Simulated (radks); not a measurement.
Species: Mn III. Configuration: [Ar] 3d5. All-electron calculation, scalar-relativistic Kohn-Sham, PBEsol, spin-unpolarised, spherical densities, point nucleus. Program: a radial shooting solver on a logarithmic mesh with Libxc functionals. Some entries of the table are withheld. Estimate them.

orbital  occ.  eigenvalue (Ry)  r(max) (bohr)
1s          2        -473.3770        0.03990
2s          2        -55.90524         0.2326
2p          6        -47.57718         0.1884
3s          2         -7.60109            (1)
3p          6              (2)         0.7528
3d          5         -1.78462         0.7609
4s          0         -1.41308          2.253
4p          0         -1.00485            (3)

Answer. 
(1) 3s r(max) (bohr): 0.7368
(2) 3p eigenvalue (Ry): -5.31195
(3) 4p r(max) (bohr): 2.677
